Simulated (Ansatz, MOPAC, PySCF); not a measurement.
Noncovalent pair: AsH3 (SMILES [AsH3]) (first 4 atoms) with HBr (SMILES Br); geometry from B3LYP-D3(BJ)/def2-TZVP, rigid monomers moved along the line of their centres of mass till As1···H6 is 2.98 Å.
(charge 0, multiplicity 1):
```
atom    x (Å)    y (Å)    z (Å)
----  -------  -------  -------
As    -0.2459  -0.1997   0.1439
H     -0.9311   0.7332  -0.8422
H     -0.4163  -1.4192  -0.7482
H      1.1450   0.1094  -0.3869
Br    -1.2018  -0.2441   4.4594
H     -0.8908  -0.2293   3.0541
```

Interaction energies are E(AB) − E(A) − E(B) at the monomers' geometry in the complex; basis-set methods are counterpoise corrected.

The state that AM1 reach isn't checked.

Programs: Ansatz (Gaussian orbitals); MOPAC for AM1 (differences of heats of formation); PySCF for the dispersion terms. 

Question: What interaction energy does AM1 give?

Answer: -1.1 kcal/mol

Ansatz is a program for electronic structure.
